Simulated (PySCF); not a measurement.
**Structure from NMR data**

The spectra below were simulated for a compound C7H5FO2.

¹H NMR (400 MHz, computed): δ 8.41 (d, 1H), 8.17 (m, 1H), 7.81 (m, 1H), 7.59 (m, 1H), 6.44 (br s, 1H).

¹³C{¹H} NMR (computed): δ 172.6 (C), 169.9 (C), 135.5 (CH), 135.4 (C), 133.3 (CH), 126.9 (CH), 123.8 (CH).

Calculated, not measured (PySCF): shielding tensors at PBE0/pcSseg-1 (GIAO), geometry: GFN2-xTB. No solvent, single conformer, no relativistic terms.

References, each an isolated molecule treated in the same way: ¹H and ¹³C vs TMS.

Choose the structure that fits.
A. C=Cc1cc(F)oc(=O)c1
B. C#CC1=COC(CF)=CO1
C. C=Cc1coc(C(=O)F)c1
D. O=C(O)c1cccc(F)c1
E. O=C(O)c1ccccc1F

Results:

D. 

- The formula gives 5 degrees of unsaturation (1 ring in the answer).
- 7 carbon signals for 7 carbons: no two carbons are equivalent.
- Carbon types of the structure: 3 × C, 4 × CH, leaving 1 H on heteroatoms.
- δC 172.6: aromatic carbon bearing fluorine; an ipso carbon deshielded by its heteroatom.
- δC 169.9: carboxylic acid carbon; lone-pair donation from the attached heteroatom keeps it upfield of a ketone carbonyl.
- δC 135.5, 133.3, 126.9, 123.8: aromatic CH.
- δC 135.4: substituted aromatic carbon.
- δH 6.44: hydrogen on an acid hydroxyl oxygen; exchangeable, gas-phase position.

The others: C#CC1=COC(CF)=CO1 has carbons computed at 143.2, 138.2, 130.0, 129.3, 93.2, 81.6, 79.6, with a different DEPT pattern; C=Cc1cc(F)oc(=O)c1 would give 5 signals for carbon-bound and other non-exchanging H, not 4; O=C(O)c1ccccc1F has carbons computed at 173.6, 169.6, 141.5, 141.4, 128.8, 123.0, 121.0; C=Cc1coc(C(=O)F)c1 would give 5 signals for carbon-bound and other non-exchanging H, not 4.

The OH or NH signal is concentration- and solvent-dependent in practice; the value given is the gas-phase one. Splittings by ¹⁹F in the carbon and heteronuclear signals aren't shown, as no couplings were computed. Shifts are as computed. Against solution values, carbons near 30 ppm lie about +3 ppm off and those near 130 ppm about +5 ppm. Of 1211 compounds with measured shifts, 218 miss one by over three times the rms of a fit or turn the order of signals round; such compounds aren't used in these exercises. Hydrogen bonding in solution deshields acid and N–H amide carbonyl carbons by as much as 10 ppm beyond these values. Multiplicities follow the n + 1 count of equivalent neighbours, as no J values were calculated; m marks all less simple cases, F and P coupling included.
